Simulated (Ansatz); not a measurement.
CHCl (SMILES [CH]Cl) moved off its minimum; all values from Ansatz (a program for electronic structure), cores frozen in correlated methods.
(charge 0, multiplicity 1)
```xyz
3

C     -1.07739     0.58999     0.09483
Cl     0.51839    -0.11383    -0.08735
H     -1.64595    -0.39590    -0.02425
```

Forces at r2SCAN/def2-TZVPP (eV/Å):

| atom | Fx | Fy | Fz |
|---|---|---|---|
| C1 | 0.690 | -1.500 | -0.257 |
| Cl2 | -0.685 | 0.619 | 0.125 |
| H3 | -0.005 | 0.881 | 0.131 |

Task: Give the forces (eV/Å), the total energy and the dipole at CCSD(T)/aug-cc-pV(T+d)Z.

Result: 
| atom | Fx | Fy | Fz |
|---|---|---|---|
| C1 | 0.532 | -1.556 | -0.257 |
| Cl2 | -0.539 | 0.581 | 0.113 |
| H3 | 0.007 | 0.975 | 0.145 |
Energy -498.2371 hartree, dipole 1.35 D.

Doubts at one or more of the structures used: a restricted determinant that unrestricted orbitals would lower (CCSD(T)/aug-cc-pV(T+d)Z).
